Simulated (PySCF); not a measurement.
FH₂NSe. Atoms are numbered in the order given.

```xyz
5

Se     0.4011     0.0398     0.0000
F     -0.8268     1.3290     0.0000
N     -0.5779    -1.4288     0.0000
H     -1.0762    -1.6567     0.8465
H     -1.0762    -1.6567    -0.8465
```

The structure is a stationary point at PBE0-D3(BJ)/def2-TZVP. Other conformers were not sampled.

The numbers are results of M06-2X/def2-TZVPD (PySCF), not measurements.

The molecule is in vacuum.

Computed frontier levels, gap, dipole moment and polarisability:
```yaml
highest_occupied_level: -8.00 eV
lowest_empty_level: -0.29 eV
orbital_gap: 7.72 eV
dipole_moment: 2.33 D
quadrupole, principal values (traceless, Buckingham form, about the centre of nuclear charge): -7.11, -0.10, 7.21 D·Å
mean_static_polarisability: 37.9 bohr³ (5.61 Å³)
polarisability_principal_values: 34.0, 35.6, 44.0 bohr³
```
